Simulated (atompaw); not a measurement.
**Which change was made? (Ge, PAW (atompaw))**

atompaw 4.2.0.5 input, output lines left out:

```
Ge 32
LDA-PW scalarrelativistic loggrid 1500 logderivrange -3 5 201
4 4 3 0 0 0
4 0 1.75
4 1 2.25
0 0 0
c
c
c
v
c
c
v
c
2
1.95 1.55 1.60 1.95
y
3.4
n
y
2.05
n
y
0.1
y
0.6
n
custom rrkj vanderbiltortho sinc
bessel
1.95
1.60
1.95
1.95
1.95
1.95
```

Cutoffs, loose and tight: the cutoffs (Ry, on a coarse ladder) from which the occupation-weighted sum of valence levels, in a spherical-Bessel basis at the reference potential, stays within 10 and 1 mRy of its value at 400 Ry. They see the waves, projectors and local potential, not the compensation charge or the core.

The base gives: outcome: generated; cutoff, loose: 6 Ry; cutoff, tight: 12 Ry; bound ghosts: d.

(1) After one change the result is: outcome: generated; cutoff, loose: 18 Ry; cutoff, tight: 35 Ry; bound ghosts: d. Which change was it?
A. all radii scaled by about 1.05 (s 2.04, p 2.04, d 2.04 bohr); local potential bessel scheme, radius 1.68 bohr; augmentation sinc compensation charge, radius 1.62 bohr; PAW radius 2.04 bohr; waves and projectors: custom rrkj vanderbiltortho; core correction smooth core density matched at 2.04 bohr
B. wave 4p (bound): rc 1.95 bohr becomes 4p (bound): rc 1.38 bohr
C. functional PBEsol; removed wave 4d channel at 0.6 Ry: rc 1.95 bohr

Answers

(1) B. The others give: all radii scaled by about 1.05 (s 2.04, p 2.04, d 2.04 bohr); local potential bessel scheme, radius 1.68 bohr; augmentation sinc compensation charge, radius 1.62 bohr; PAW radius 2.04 bohr; waves and projectors: custom rrkj vanderbiltortho; core correction smooth core density matched at 2.04 bohr → outcome: generated; cutoff, loose: 8 Ry; cutoff, tight: 15 Ry; bound ghosts: d | functional PBEsol; removed wave 4d channel at 0.6 Ry: rc 1.95 bohr → outcome: generated; cutoff, loose: 6 Ry; cutoff, tight: 12 Ry; bound ghosts: none.
